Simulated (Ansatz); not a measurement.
```yaml
crystal:
  periodic: [false, false, false]
  atoms:
    - {symbol: O, position_ang: [2.790510, 0.063373, -0.854158]}
    - {symbol: Si, position_ang: [1.317968, -0.629983, -0.761797]}
    - {symbol: O, position_ang: [0.948038, -1.410344, -2.150684]}
    - {symbol: O, position_ang: [1.372142, -1.610080, 0.532356]}
    - {symbol: O, position_ang: [0.141935, 0.492173, -0.573491]}
    - {symbol: Ti, position_ang: [-1.208527, 0.789796, 0.567529]}
    - {symbol: O, position_ang: [-0.872986, 2.241509, 1.559202]}
    - {symbol: O, position_ang: [-1.217363, -0.715003, 1.600362]}
    - {symbol: O, position_ang: [-2.781614, 0.975395, -0.270156]}
    - {symbol: H, position_ang: [3.026589, 0.438117, -1.703425]}
    - {symbol: H, position_ang: [1.370555, -2.259325, -2.286827]}
    - {symbol: H, position_ang: [0.569483, -1.613561, 1.070930]}
    - {symbol: H, position_ang: [-0.084662, 2.748409, 1.754977]}
    - {symbol: H, position_ang: [-1.975089, -1.251453, 1.839293]}
    - {symbol: H, position_ang: [-3.418878, 1.690176, -0.294709]}
basis:
  gaussian: {orbitals: pcseg-2}
total_charge: 1
magnetization: {spin_polarized: false, initial_magnetization: 1}
hamiltonian: {xc: {name: wB97}}
output: {forces: true}
```

```sh
$ ansatz run in.yaml --threads 4 --pin off --events-out ev --progress --plain --max-ram 41984MiB --backend cuda --devices 0, --max-vram 37GiB
```

Output, abridged:

```
Functional definition: wB97
2085 factors; their error is unknown
585 factors; integrals over basis functions are off by at most 2.0e-5 eV
mean field evaluation 1: about -45396.5094 eV, gradient 1.3e2 eV
mean field evaluation 2: about -45276.4608 eV, gradient 3.4e2 eV
mean field evaluation 4: about -45421.3455 eV, gradient 4.4e1 eV
mean field evaluation 8: about -45424.8682 eV, gradient 1.6e1 eV
mean field evaluation 16: about -45425.5840 eV, gradient 4.0e-1 eV
mean field evaluation 32: about -45425.5200 eV, gradient 7.6e-3 eV
mean field -45425.52002051 eV, -1669.3570702304 hartree, gradient 6.6e-6 eV, S^2 0.750000; 8 other end points of the search recorded, 0 dependent functions left out
reference -45425.52000847 eV, -1669.3570697879 hartree; 49, 48 occupied and 335, 336 virtual orbitals, 2085 factors
Total energy: -45425.52000847 eV, -1669.3570697879 hartree
Atom 0 at     2.790510     0.063373    -0.854158 Å, force    -0.407533    -0.437912    -0.251036 eV/Å
Atom 1 at     1.317968    -0.629983    -0.761797 Å, force    -0.133704    -0.087985     0.926154 eV/Å
Atom 2 at     0.948038    -1.410344    -2.150684 Å, force     0.208888     0.444426     0.216518 eV/Å
Atom 3 at     1.372142    -1.610080     0.532356 Å, force    -0.011550     0.502309    -0.544580 eV/Å
Atom 4 at     0.141935     0.492173    -0.573491 Å, force     2.325338    -0.853984    -1.697219 eV/Å
Atom 5 at    -1.208527     0.789796     0.567529 Å, force    -3.370152     1.305719     2.040323 eV/Å
Atom 6 at    -0.872986     2.241509     1.559202 Å, force     0.233669    -0.686367    -0.771214 eV/Å
Atom 7 at    -1.217363    -0.715003     1.600362 Å, force     0.328422     0.121300    -0.531852 eV/Å
Atom 8 at    -2.781614     0.975395    -0.270156 Å, force     1.014164    -0.168009     0.398632 eV/Å
Atom 9 at     3.026589     0.438117    -1.703425 Å, force     0.296734     0.567785    -0.231279 eV/Å
Atom 10 at     1.370555    -2.259325    -2.286827 Å, force    -0.012247    -0.561899    -0.223091 eV/Å
Atom 11 at     0.569483    -1.613561     1.070930 Å, force    -0.206607    -0.310204     0.289364 eV/Å
Atom 12 at    -0.084662     2.748409     1.754977 Å, force    -0.019680     0.228465     0.302078 eV/Å
Atom 13 at    -1.975089    -1.251453     1.839293 Å, force    -0.074911    -0.122543     0.132097 eV/Å
Atom 14 at    -3.418878     1.690176    -0.294709 Å, force    -0.170830     0.058900    -0.054895 eV/Å
Dipole moment:     0.385684    -0.111553    -0.532068 e Å
```

It took 39 s on 4 threads of an AMD EPYC 7R13 on a shared host and a share of an NVIDIA H100 80 GB, with 1.3 GiB of host memory at the peak.
